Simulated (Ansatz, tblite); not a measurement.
Forces on Sn(NCS)H3 (CH3NSSn) at its PBE0-D4/def2-SVP geometry. Charge 0, multiplicity 1.

In the def2 sets Sn takes a core potential; there is no spin–orbit coupling. The xTB rows come from tblite.

GFN1-xTB (tblite), largest force 1.07 eV/Å:

```xyz
7
positions Å, forces eV/Å
Sn    0.563    0.371   -1.049    0.232    0.151   -0.423
N    -0.369   -0.237    0.654    0.181    0.120   -0.341
C    -0.897   -0.590    1.663   -0.470   -0.316    0.906
S    -1.600   -1.059    3.003    0.467    0.313   -0.895
H     0.965    2.005   -0.780   -0.216   -0.688   -0.007
H    -0.586    0.153   -2.289    0.403    0.051    0.598
H     1.924   -0.644   -1.202   -0.598    0.369    0.161
```

GFN2-xTB (tblite), largest force 1.49 eV/Å:

```
Sn -0.139 -0.091 0.257
N 0.126 0.082 -0.226
C -0.421 -0.283 0.814
S 0.660 0.441 -1.263
H -0.116 -0.355 0.006
H 0.200 0.022 0.319
H -0.311 0.185 0.092
```

PBE0-D4/def2-TZVP (Ansatz), largest force 0.58 eV/Å:

```
Sn -0.117 -0.077 0.217
N -0.202 -0.135 0.389
C 0.261 0.172 -0.489
S 0.117 0.079 -0.225
H -0.031 -0.101 -0.002
H 0.059 0.008 0.087
H -0.087 0.055 0.023
```
